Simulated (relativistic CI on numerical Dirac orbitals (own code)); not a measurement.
Er²⁺: N4,5 absorption edge

Computed with this model: Dirac-Coulomb-Breit CI, orbitals from a KLI potential per configuration, model QED (radiative potential, 1s self-energy scaled to tabulated hydrogen-like ionisation energies), valence Slater integrals scaled by 0.7, multiplet model of core-to-valence dipole absorption; configurations [Xe] 4f12 → [Kr] 4d9 4f13 5s2 5p6; 10 K; Lorentzian 0.5 eV and Gaussian 0.2 eV FWHM. Energies are those of the free ion, without screening or charge transfer. The branching ratio is the share of the lower-energy edge in the whole absorption, uncertain by about 0.02 where the edges overlap. S is read from ⟨S²⟩ = S(S + 1).

Field parameters in Wybourne normalisation; cubic f-shell fields have B⁴₄ = √(5/14) B⁴₀ and B⁶₄ = −√(7/2) B⁶₀. The field is a parameter set, without covalency.

free ion: ground-state S = 0.99, centroid 172.94 eV. Peaks (eV, height): 167.7 (28), 170.7 (17), 174.7 (100).

Oh, B40 = 1640, B60 = 490 cm⁻¹: ground-state S = 0.99, centroid 172.95 eV. Peaks (eV, height): 167.7 (29), 170.7 (17), 174.7 (100).

Strongest unbroadened transitions for free ion:

```
Energy (eV)  Relative strength
     167.67               28.0
     170.70               16.3
     174.68              100.0
     184.88                0.8
```
